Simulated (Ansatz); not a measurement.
Species: C₂H₂F₃ (charge 0, doublet). It need not be the lowest isomer of its formula. 
Structure (B3LYP-D3(BJ)/def2-TZVP (Ansatz, an electronic-structure program) minimum search):
SMILES: FC[C](F)F
```xyz
7

F     -1.6277    -0.2207     0.9501
C     -0.9762    -0.1382    -0.2657
C      0.5042    -0.1709    -0.0511
F      1.0185     0.8674     0.6023
F      1.2060    -0.4204    -1.1591
H     -1.2744     0.8014    -0.7478
H     -1.2645    -0.9834    -0.8915
```
Charge 0, spin multiplicity 2.

Basis-set convergence of Hartree-Fock and MP2 correlation energies (hartree) with Ansatz. Cores are frozen in the correlated levels unless marked. UHF or UKS for open shells. No spin-orbit coupling. No relativistic terms.

```
basis    functions       E(HF)  E(corr, MP2)
-------  ---------  ----------  ------------
cc-pVDZ         80  -375.17192      -0.79789
cc-pVTZ        178  -375.30007      -1.04683
cc-pVQZ        335  -375.33024      -1.13808
cc-pV5Z        565  -375.33840      -1.17592
```

Extrapolating the two largest sets (X = 4 and 5) as X^-3: E(corr) = (125·(-1.17592) - 64·(-1.13808))/61 = -1.2156 Eh, an estimate of the basis-set limit. The largest set recovers 96.7 % of it, the smallest 65.6 %.
